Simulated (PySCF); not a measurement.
Isomers of C6H11NOSi, mass 141.061 u with the commonest isotopes. Theory: PBE0/pcSseg-1 in PySCF (dipole) on a GFN2-xTB geometry, gas phase. One conformer each, none proved a minimum here; rigid rotors.

Task: Order these by dipole moment, largest first.
A. `[CH2:1]=[C:2]([C:3]#[N:4])[CH2:5][SiH2:6][CH2:7][O:8][CH3:9]` with C1–C2–C5–Si6 -99°, C2–C5–Si6–C7 -61°, C5–Si6–C7–O8 -56°, Si6–C7–O8–C9 169°
B. `[CH3:1][O:2][CH2:3][SiH2:4][n:5]1[cH:6][cH:7][cH:8][cH:9]1` with C1–O2–C3–Si4 -70°, O2–C3–Si4–N5 -165°, C3–Si4–N5–C6 -10°
C. `[CH3:1][CH2:2][CH2:3][O:4][SiH2:5]/[CH:6]=[CH:7]/[C:8]#[N:9]` with C1–C2–C3–O4 180°, C2–C3–O4–Si5 180°, C3–O4–Si5–C6 180°, O4–Si5–C6–C7 0°
D. `[CH3:1][O:2][C@@H:3]1[CH2:4][C@@H:5]([C:6]#[N:7])[CH2:8][SiH2:9]1` with C1–O2–C3–C4 -78°, O2–C3–C4–C5 -74°, C3–C4–C5–C6 -175°, C4–C5–C8–Si9 39°, C5–C8–Si9–C3 -14°
E. `[CH2:1]=[CH:2][NH:3][C:4](=[O:5])[C@H:6]1[CH2:7][CH2:8][SiH2:9]1` with C1–C2–N3–C4 -178°, C2–N3–C4–O5 -1°, N3–C4–C6–C7 166°, C4–C6–C7–C8 124°, C6–C7–C8–Si9 -9°, C7–C8–Si9–C6 7°, C4–C6–Si9–C8 -124°
F. `[CH2:1]=[C:2]([CH3:3])[CH2:4][C@H:5]([C:6]#[N:7])[O:8][SiH3:9]` with C1–C2–C4–C5 89°, C2–C4–C5–C6 -168°, C4–C5–O8–Si9 -168°
G. `[CH2:1]=[CH:2][CH2:3][CH2:4][C@@H:5]([C:6]#[N:7])[O:8][SiH3:9]` with C1–C2–C3–C4 -120°, C2–C3–C4–C5 -179°, C3–C4–C5–C6 61°, C4–C5–O8–Si9 170°

Result: C (5.32 D), D (4.13 D), E (3.36 D), F (3.19 D), G (3.04 D), A (2.75 D), B (1.75 D).

Task: Order these by rotational constant C, smallest first.
A. `[CH3:1][O:2][CH2:3][SiH2:4][n:5]1[cH:6][cH:7][cH:8][cH:9]1` with C1–O2–C3–Si4 -70°, O2–C3–Si4–N5 -165°, C3–Si4–N5–C6 -10°
B. `[CH3:1][O:2][C@@H:3]1[CH2:4][C@@H:5]([C:6]#[N:7])[CH2:8][SiH2:9]1` with C1–O2–C3–C4 -78°, O2–C3–C4–C5 -74°, C3–C4–C5–C6 -175°, C4–C5–C8–Si9 39°, C5–C8–Si9–C3 -14°
C. `[CH2:1]=[C:2]([C:3]#[N:4])[CH2:5][SiH2:6][CH2:7][O:8][CH3:9]` with C1–C2–C5–Si6 -99°, C2–C5–Si6–C7 -61°, C5–Si6–C7–O8 -56°, Si6–C7–O8–C9 169°
D. `[CH2:1]=[CH:2][CH2:3][CH2:4][C@@H:5]([C:6]#[N:7])[O:8][SiH3:9]` with C1–C2–C3–C4 -120°, C2–C3–C4–C5 -179°, C3–C4–C5–C6 61°, C4–C5–O8–Si9 170°
E. `[CH3:1][CH2:2][CH2:3][O:4][SiH2:5]/[CH:6]=[CH:7]/[C:8]#[N:9]` with C1–C2–C3–O4 180°, C2–C3–O4–Si5 180°, C3–O4–Si5–C6 180°, O4–Si5–C6–C7 0°
F. `[CH2:1]=[CH:2][NH:3][C:4](=[O:5])[C@H:6]1[CH2:7][CH2:8][SiH2:9]1` with C1–C2–N3–C4 -178°, C2–N3–C4–O5 -1°, N3–C4–C6–C7 166°, C4–C6–C7–C8 124°, C6–C7–C8–Si9 -9°, C7–C8–Si9–C6 7°, C4–C6–Si9–C8 -124°
G. `[CH2:1]=[C:2]([CH3:3])[CH2:4][C@H:5]([C:6]#[N:7])[O:8][SiH3:9]` with C1–C2–C4–C5 89°, C2–C4–C5–C6 -168°, C4–C5–O8–Si9 -168°

Result: E (433.2 MHz), D (501.9 MHz), A (575.2 MHz), F (648.6 MHz), G (684.5 MHz), B (728.9 MHz), C (748.5 MHz).

Task: Order these by rotational constant B, smallest first.
A. `[CH2:1]=[C:2]([C:3]#[N:4])[CH2:5][SiH2:6][CH2:7][O:8][CH3:9]` with C1–C2–C5–Si6 -99°, C2–C5–Si6–C7 -61°, C5–Si6–C7–O8 -56°, Si6–C7–O8–C9 169°
B. `[CH3:1][O:2][C@@H:3]1[CH2:4][C@@H:5]([C:6]#[N:7])[CH2:8][SiH2:9]1` with C1–O2–C3–C4 -78°, O2–C3–C4–C5 -74°, C3–C4–C5–C6 -175°, C4–C5–C8–Si9 39°, C5–C8–Si9–C3 -14°
C. `[CH3:1][CH2:2][CH2:3][O:4][SiH2:5]/[CH:6]=[CH:7]/[C:8]#[N:9]` with C1–C2–C3–O4 180°, C2–C3–O4–Si5 180°, C3–O4–Si5–C6 180°, O4–Si5–C6–C7 0°
D. `[CH2:1]=[CH:2][CH2:3][CH2:4][C@@H:5]([C:6]#[N:7])[O:8][SiH3:9]` with C1–C2–C3–C4 -120°, C2–C3–C4–C5 -179°, C3–C4–C5–C6 61°, C4–C5–O8–Si9 170°
E. `[CH2:1]=[C:2]([CH3:3])[CH2:4][C@H:5]([C:6]#[N:7])[O:8][SiH3:9]` with C1–C2–C4–C5 89°, C2–C4–C5–C6 -168°, C4–C5–O8–Si9 -168°
F. `[CH2:1]=[CH:2][NH:3][C:4](=[O:5])[C@H:6]1[CH2:7][CH2:8][SiH2:9]1` with C1–C2–N3–C4 -178°, C2–N3–C4–O5 -1°, N3–C4–C6–C7 166°, C4–C6–C7–C8 124°, C6–C7–C8–Si9 -9°, C7–C8–Si9–C6 7°, C4–C6–Si9–C8 -124°
G. `[CH3:1][O:2][CH2:3][SiH2:4][n:5]1[cH:6][cH:7][cH:8][cH:9]1` with C1–O2–C3–Si4 -70°, O2–C3–Si4–N5 -165°, C3–Si4–N5–C6 -10°

Result: C (517.4 MHz), D (585.4 MHz), G (630.6 MHz), F (721.7 MHz), E (955.1 MHz), B (988.2 MHz), A (1097 MHz).

```csv
SMILES,point group,Ia (u·Å²),Ib (u·Å²),Ic (u·Å²),κ,μa (D),μb (D),μc (D)
C=C(C)C[C@H](C#N)O[SiH3],C1,299.82,529.14,738.29,-0.46,1.99,2.33,0.88
C=CNC(=O)[C@H]1CC[SiH2]1,C1,155.93,700.24,779.24,-0.94,1.05,2.50,1.99
CCCO[SiH2]/C=C/C#N,Cs,205.07,976.83,1166.69,-0.92,4.91,2.05,0.00
COC[SiH2]n1cccc1,C1,106.71,801.42,878.58,-0.97,1.34,0.41,1.05
C=C(C#N)C[SiH2]COC,C1,289.31,460.71,675.15,-0.30,1.13,2.46,0.49
C=CCC[C@@H](C#N)O[SiH3],C1,185.32,863.25,1006.96,-0.92,0.54,2.79,1.06
CO[C@@H]1C[C@@H](C#N)C[SiH2]1,C1,248.57,511.43,693.30,-0.60,4.03,0.64,0.62
```
